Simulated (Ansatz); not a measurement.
Consider the ligand exchange at a B–O bond: `C=CCOB(O)O` + `CC(C)[TeH]` → `CC(C)[Te]B(O)O` + `C=CCO`.

Program: Ansatz. Geometries: PBE0-D4/def2-TZVP. ΔE: electronic, gas phase. CBS: MP2 limit from def2 TZ/QZ plus the TZ coupled-cluster correction, frozen cores. DFT in def2-TZVPP. B3LYP here is the variant with VWN-RPA as its local correlation; programs differ in this. def2 core potentials past Kr. For Te outer-core shells are correlated without core-valence functions, which leaves a few kJ/mol of doubt a bond. One conformer a species, not always the lowest.

```json
{"level": "B3LYP-D4", "ΔE (kJ/mol)": "85.1"}
{"level": "ωB97M-V", "ΔE (kJ/mol)": "84.9"}
{"level": "B3LYP", "ΔE (kJ/mol)": "90.4"}
{"level": "CCSD/def2-TZVPP", "ΔE (kJ/mol)": "88.2"}
```

(1) What does CCSD(T)/CBS give? (Estimate.)

Largest T1 diagnostic among the species: 0.012.

## Answers

(1) The calculation gave: +78.3 kJ/mol. The listed levels differ from it by 6.8, 6.6, 12.1, 9.9 kJ/mol.

From PBE to PBE0 (25 % exact exchange), in def2-TZVPP and without D4, ΔE moves by +6.6 kJ/mol. The D4 term adds −5.3 kJ/mol with B3LYP and −2.9 kJ/mol with PBE0; it sums over pairs of atoms, weighted by their polarisabilities, and B3LYP, whose exchange is more repulsive, gets the larger term.
